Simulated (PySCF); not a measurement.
**Electronic structure of Ag⁺ (silver, charge +1) at the r2SCAN level**

Configuration: [Kr] 4d10, closed-shell 1S. Calculation: PySCF 2.14, in x2c-TZVPPall; scalar relativity by spin-free X2C-1e.

| Quantity | Value |
| --- | --- |
| Total energy | -5315.10 hartree |
| One-electron energy | -7315.18 hartree |
| Hartree (Coulomb) energy | 2150.59 hartree |
| Exchange-correlation energy | -150.51 hartree |
| ⟨S²⟩ | 0.0000 |
| ⟨L²⟩ | 0.000 |
| Sum of ⟨r⟩ | 29.08 bohr |
| Sum of ⟨r²⟩ | 34.89 bohr² |
| Langevin diamagnetic susceptibility | -27.6 ×10⁻⁶ cm³/mol |

```tsv
shell	electrons	mean orbital energy (eV)	rms radius, mean of both spins (bohr)
1s	2	-25344.7	0.0357
2s	2	-3753.2	0.146
2p	6	-3366.4	0.130
3s	2	-700.52	0.393
3p	6	-572.23	0.395
3d	10	-369.53	0.377
4s	2	-105.63	0.976
4p	6	-68.478	1.08
4d	10	-15.799	1.52
```

Densities and radii are taken from the X2C orbitals without a picture-change correction, which distorts them close to the nucleus.
